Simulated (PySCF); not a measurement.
# Spinor energies of Ni²⁷⁺ (nickel, charge +27)

Start: 1s1; 1s1/2 filled at m_j = +1/2. Calculated with PySCF 2.14 in an uncontracted even-tempered set (15 s from 36 bohr⁻², ratio 2.4; 9 p from 47 bohr⁻², ratio 2.4; 3 d from 140 bohr⁻², ratio 2.6; 3 f from 210 bohr⁻², ratio 2.6): generalised Hartree-Fock with the X2C-1e Hamiltonian and a Gaussian nucleus; one run each with spin-orbit coupling (SO) switched off, then screened by Boettger's factors, then bare.

```
spinor shell  electrons  ε, spin-free (eV)  ε, screened SO (eV)  ε, bare SO (eV)  weight of nominal j (screened SO)  rms radius, screened SO (bohr)
       1s1/2          1           -10780.5             -10780.5         -10780.5                              1.000                          0.0608
```

```tsv
quantity	spin-free	screened SO	bare SO
E (hartree)	-396.17579	-396.17579	-396.17579
M_J	1/2	1/2	1/2
⟨J²⟩	0.750	0.750	0.750
⟨L²⟩	0.000	0.000	0.000
⟨S²⟩	0.750	0.750	0.750
```

Without spin-orbit coupling the j labels of p, d and f shells carry no meaning; the spin-free column gives the mean over the occupied spinors of each nl shell.
